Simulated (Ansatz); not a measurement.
```yaml
crystal:
  periodic: [false, false, false]
  atoms:
    - {symbol: O, position_ang: [-2.091127, 0.770236, -1.432681]}
    - {symbol: Ga, position_ang: [-1.201869, 1.546423, -0.050997]}
    - {symbol: C, position_ang: [1.296066, -0.574460, 0.807847]}
    - {symbol: O, position_ang: [0.439542, -0.612035, -0.032567]}
    - {symbol: H, position_ang: [-1.797768, -0.082787, -1.760136]}
    - {symbol: H, position_ang: [1.388474, 0.279147, 1.504515]}
    - {symbol: H, position_ang: [2.027983, -1.394424, 0.918218]}
basis:
  gaussian: {orbitals: x2c-TZVPPall}
magnetization: {spin_polarized: true, initial_magnetization: 0}
hamiltonian: {xc: {name: PBEsol}, dispersion: d4}
output: {forces: true}
```

```sh
$ ansatz run in.yaml --threads 2 --pin off --events-out ev --progress --plain --max-ram 4352MiB
```

It prints (some lines left out):

```
Functional definition: PBEsol
1021 factors; their error is unknown
mean field evaluation 1: about -57997.2302 eV, gradient 6.0e1 eV
mean field evaluation 2: about -57839.5558 eV, gradient 1.6e2 eV
mean field evaluation 4: about -58008.2869 eV, gradient 1.6e1 eV
mean field evaluation 8: about -58009.0864 eV, gradient 5.1e-1 eV
mean field evaluation 16: about -58009.0674 eV, gradient 2.5e-4 eV
mean field -58009.06744686 eV, -2131.7939087138 hartree, gradient 1.8e-5 eV, S^2 0.000000; 0 other end points of the search recorded, 0 dependent functions left out
reference -58009.06748549 eV, -2131.7939101336 hartree; 28, 28 occupied and 155, 155 virtual orbitals, 1021 factors
Total energy: -58009.10842991 eV, -2131.7954148133 hartree
Relativity: scalar
Atom 0 at    -2.091127     0.770236    -1.432681 Å, force    -0.258287     0.498474     0.109931 eV/Å
Atom 1 at    -1.201869     1.546423    -0.050997 Å, force     0.105979    -0.040834     0.070879 eV/Å
Atom 2 at     1.296066    -0.574460     0.807847 Å, force     0.327663     0.036763     0.337553 eV/Å
Atom 3 at     0.439542    -0.612035    -0.032567 Å, force    -0.669263     0.006506    -0.631142 eV/Å
Atom 4 at    -1.797768    -0.082787    -1.760136 Å, force     0.191061    -0.514171    -0.184194 eV/Å
Atom 5 at     1.388474     0.279147     1.504515 Å, force     0.036649     0.311045     0.256442 eV/Å
Atom 6 at     2.027983    -1.394424     0.918218 Å, force     0.266197    -0.297782     0.040531 eV/Å
Dipole moment:     0.727472    -0.348487     0.440380 e Å
```

Run time 2.2 s (2 threads of an INTEL XEON PLATINUM 8581C on a shared host); peak host memory 0.36 GiB.
